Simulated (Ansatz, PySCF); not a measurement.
Process, species as SMILES: C=C=C + 4 [H][H] (H2) → 3 C (CH4)
Geometries: B3LYP-D3(BJ)/def2-TZVP minima from Ansatz (a quantum-chemistry and plane-wave program).
Geometry of the first species:
```xyz
7

C      0.0000     0.0000     0.0000
C     -0.0052     0.0000     1.3001
C      0.0052     0.0000    -1.3001
H     -0.0108     0.9262     1.8632
H     -0.0040    -0.9263     1.8631
H      0.9337     0.0035    -1.8595
H     -0.9188    -0.0034    -1.8668
```
Charge 0, spin multiplicity 1.

Property: energy of full hydrogenation (enthalpy at 298 K, with B3LYP-D3(BJ) rigid-rotor harmonic-oscillator terms from PySCF), in kcal/mol. Correlated levels leave the core frozen unless marked. No spin-orbit coupling. Non-relativistic. CBS(X,Y): correlation extrapolated as X^-3; Hartree-Fock from the larger set. [CCSD(T)-MP2]/basis is that difference in the basis named.

From measured enthalpies of formation at 298 K: -98.9 kcal/mol (C=C=C 45.4, ATcT 1.112; [H][H] (H2) 0.0, ATcT 1.112; C (CH4) -17.8, ATcT 1.112). It holds spin-orbit effects, which the calculations lack, and core correlation, which the frozen-core levels lack.

| level | program | energy of full hydrogenation (kcal/mol) | error against measurement |
|---|---|---|---|
| BP86-D3(BJ)/def2-TZVPD | PySCF + dftd3 | -93.0 | 5.9 |
| PBE0/def2-QZVPP | Ansatz | -105.9 | -7.0 |
| B2GP-PLYP-D3(BJ)/def2-TZVPD | Ansatz + dftd3 | -99.1 | -0.2 |
| RI-MP2/cc-pVQZ | Ansatz | -100.9 | -2.0 |
| SCS-MP2/cc-pVDZ | Ansatz | -102.1 | -3.2 |
| CCSD(T)/cc-pwCVTZ | Ansatz | -99.6 | -0.7 |
| RI-MP2/CBS(aug-cc-pVTZ,aug-cc-pVQZ)+[CCSD(T)-MP2]/aug-cc-pVTZ | Ansatz | -99.2 | -0.3 |
